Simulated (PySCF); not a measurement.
A mixed set of molecules.

All values: CAM-B3LYP/def2-SVPD (PySCF) at PBE0-D3(BJ)/def2-SVP geometries, gas phase, one conformer each. Core orbitals are frozen in the response; Δα² is half the sum of the squared differences of the principal polarisabilities. Atoms past krypton carry effective core potentials. The calculation is non-relativistic apart from the core potentials, for bromine too.

Task: Rank by vertical ionisation energy (ΔSCF), highest first.
A. `CCC(/C=C\C=C)=C`
B. `C#CCC1CCCC1`
C. `[CH3][Sn]([I])([I])[I]`
D. `C1=C[C@H]2CC[C@@H]1CC2`

Result: B (9.93 eV), C (9.57 eV), D (8.98 eV), A (7.96 eV).

Task: Rank by dipole moment, highest first.
A. 1-bromoacenaphthylene (`BrC1=CC2=C3C(=CC=C2)C=CC=C13`)
B. `[O:1]=[P@H:2]([c:3]1[cH:4][cH:5][cH:6][cH:7][cH:8]1)[c:9]1[cH:10][cH:11][cH:12][s:13]1` with O1–P2–C3–C4 171°, O1–P2–C9–C10 1°
C. `[BH3-][P+](C)(C)C`
D. `[CH:1]#[C:2][CH2:3][CH:4]1[CH2:5][CH2:6][CH2:7][CH2:8]1` with C2–C3–C4–C5 -63°, C3–C4–C5–C6 148°, C4–C5–C6–C7 -39°, C5–C6–C7–C8 41°, C6–C7–C8–C4 -27° (3-cyclopentyl-1-propyne)
E. `[CH2:1]=[CH:2]/[CH:3]=[CH:4]\[C:5](=[CH2:6])[CH2:7][CH3:8]` with C1–C2–C3–C4 180°, C3–C4–C5–C6 173°, C4–C5–C7–C8 -71°
F. SnMeI3 (`[I][Sn]([I])([CH3])[I]`)

Result: C (5.31 D), B (4.06 D), F (2.30 D), A (1.96 D), D (0.69 D), E (0.34 D).

Task: Rank by HOMO energy, lowest first.
A. `[BH3-][P+](C)(C)C`
B. `C#CCC1CCCC1`
C. `C=C/C=C\C(=C)CC`
D. `[CH3][Sn]([I])([I])[I]`
E. `BrC1=Cc2cccc3cccc1c23`
F. `O=[P@H](c1ccccc1)c1cccs1`

Result: A (-9.29 eV), B (-9.00 eV), D (-8.84 eV), F (-8.51 eV), E (-7.57 eV), C (-7.36 eV).

All values together:

| SMILES | formula | μ (D) | HOMO (eV) | LUMO (eV) | α (Å³) | Δα (Å³) | electrons | α per electron (Å³) | ΔSCF removal energy (eV) |
| --- | --- | --- | --- | --- | --- | --- | --- | --- | --- |
| [CH3][Sn]([I])([I])[I] | CH3I3Sn | 2.30 | -8.84 | -2.07 | 24.58 | 4.84 | 218 | 0.113 | 9.57 |
| C#CCC1CCCC1 | C8H12 | 0.69 | -9.00 | 1.32 | 13.17 | 2.53 | 60 | 0.219 | 9.93 |
| C=C/C=C\C(=C)CC | C8H12 | 0.34 | -7.36 | -0.35 | 16.62 | 14.28 | 60 | 0.277 | 7.96 |
| O=[P@H](c1ccccc1)c1cccs1 | C10H9OPS | 4.06 | -8.51 | -0.36 | 22.94 | 9.72 | 108 | 0.212 | – |
| BrC1=Cc2cccc3cccc1c23 | C12H7Br | 1.96 | -7.57 | -1.46 | 24.20 | 18.42 | 114 | 0.212 | – |
| [BH3-][P+](C)(C)C | C3H12BP | 5.31 | -9.29 | 0.87 | 12.14 | 0.97 | 50 | 0.243 | – |
| C1=C[C@H]2CC[C@@H]1CC2 | C8H12 | 0.26 | -8.28 | 1.33 | 12.64 | 1.19 | 60 | 0.211 | 8.98 |

Conformers: `[CH:1]#[C:2][CH2:3][CH:4]1[CH2:5][CH2:6][CH2:7][CH2:8]1` with C2–C3–C4–C5 -63°, C3–C4–C5–C6 148°, C4–C5–C6–C7 -39°, C5–C6–C7–C8 41°, C6–C7–C8–C4 -27°; `[CH2:1]=[CH:2]/[CH:3]=[CH:4]\[C:5](=[CH2:6])[CH2:7][CH3:8]` with C1–C2–C3–C4 180°, C3–C4–C5–C6 173°, C4–C5–C7–C8 -71°; `[O:1]=[P@H:2]([c:3]1[cH:4][cH:5][cH:6][cH:7][cH:8]1)[c:9]1[cH:10][cH:11][cH:12][s:13]1` with O1–P2–C3–C4 171°, O1–P2–C9–C10 1°.

A dash marks a removal energy that wasn't run or isn't settled.

Task: How closely does the mean polarisability follow the number of electrons in this set?

Result: The correlation coefficient is 0.81; α per electron runs from 0.113 to 0.277 Å³.
